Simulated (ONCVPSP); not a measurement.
## Potentials for nitrogen (N) compared

Generated with ld1.x 7.5 (TM, RRKJ, ultrasoft, PAW), atompaw 4.2 or ONCVPSP 4.0.1. The cutoff is in Ry: for ld1.x and atompaw files where the sum of valence levels is converged to 10 mRy in a Bessel basis, for ONCV files where the hardest occupied wave has 1 mHa per electron of residual kinetic energy. The error is the largest all-electron minus pseudo excitation energy over each file’s own four to seven test configurations (ionisations up to +4, promotions, holes and added fractions of an electron), all of which were solved. The labels leave out finer settings (local radius, basis sizes, second energies), which also bear on the numbers. Spin-polarised tests are not counted. The rows are a selection from randomly drawn settings: files with unsolved tests, undetermined cutoffs or missed reference levels are left out.

```tsv
potential	cutoff (Ry)	largest error (meV)	bound ghosts
ONCV, PBE, scalar-relativistic, rc 1.00/1.75 (sp), local smoothed, core correction yes, reference 2s2 2p3, qcut 7/8.9, projectors 1/2	50	+922	none
ONCV, PW91, scalar-relativistic, rc 1.05/1.70/1.55 (spd), local smoothed, core correction yes, reference 2s2 2p3, qcut 5.6/8.7/5.4, projectors 2/2/1	110	+860	none
ONCV, PBE, scalar-relativistic, rc 0.80/1.50 (sp), local smoothed, core correction yes, reference 2s2 2p3, qcut 8.6/8.3, projectors 2/3	60	+596	none
ONCV, revPBE, scalar-relativistic, rc 1.05/0.95/0.85 (spd), local smoothed, core correction yes, reference 2s2, qcut 7/9.7/9.9, projectors 2/1/2	78	-389	none
ONCV, LDA (Perdew-Zunger), scalar-relativistic, rc 1.05/2.30 (sp), local smoothed, core correction yes, reference 2s2 2p3, qcut 6.8/5.7, projectors 2/2	53	+3510	none
ONCV, PBE, scalar-relativistic, rc 0.95/1.25/1.20 (spd), local smoothed, core correction yes, reference 2s2 2p3, qcut 8.8/6.2/8.8, projectors 1/2/2	150	+637	none
ONCV, PW91, scalar-relativistic, rc 0.90/1.40 (sp), local smoothed, core correction no, reference 2s2 2p3, qcut 7.8/9.4, projectors 1/2	63	+444	none
```

Task: Fill in the row for N: ONCV, LDA (Perdew-Zunger), scalar-relativistic, rc 1.00/1.95/1.55 (spd), local smoothed, core correction yes, reference 2s2 2p3, qcut 7.5/8.5/6.7, projectors 3/1/2.

Result: cutoff 52 Ry, largest error +1146 meV, bound ghosts: none.

Task: Fill in the row for N: ONCV, PBEsol, scalar-relativistic, rc 1.00/1.35 (sp), local smoothed, core correction yes, reference 2s2 2p3, qcut 5.8/9.5, projectors 2/2.

Result: cutoff 122 Ry, largest error +446 meV, bound ghosts: none.
